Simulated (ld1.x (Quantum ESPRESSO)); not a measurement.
# Au: TM pseudisation with Wu–Cohen, scalar-relativistic reference atom.

ld1.x (Quantum ESPRESSO) 7.5 input, shortened:

```
&input
   title='Au', zed=79., rel=1, dft='WC', iswitch=3,
   config='[Xe] 4f14 5d10 6s1 6p0'
 /
 &inputp
   pseudotype=2, tm=.true., lloc=0,
   nlcc=.false.
 /
3
5P  2  1   6.00   0.00  1.10  1.10  0.0
5D  3  2  10.00   0.00  1.60  1.60  0.0
5S  1  0   2.00   0.00  0.88  0.88  0.0
 &test
   configts(1)='5s2 5p6 5d10 6s1 6p0'
 /
```

Occupied shells without a wave of their own: 6s. They enter only through the test configuration that unscreens the potential.

Poles of the logarithmic derivatives, all-electron (AE) and pseudo (PS). s: poles at -7.6 (AE) and -7.6 (PS) Ry. p: poles at -3.6 (AE) and -3.6 (PS) Ry. d: poles at 1.8 (AE) and 1.8 (PS) Ry. Test radius 1.75 bohr.

- Cutoffs needed: 200 Ry and 260 Ry (the cutoffs (Ry, on a coarse ladder) from which the occupation-weighted sum of valence levels, in a spherical-Bessel basis at the reference potential, stays within 10 and 1 mRy of its value at 400 Ry)
- Ghost test: no extra level below or beside the all-electron valence levels (p, d, s, f tested) (spherical-Bessel basis up to 400 Ry, 20 bohr box)
- Largest excitation error: -403 meV (all-electron minus pseudo) for 5s2 5p6 5d7 6s0 6p0, out of 7 test configurations
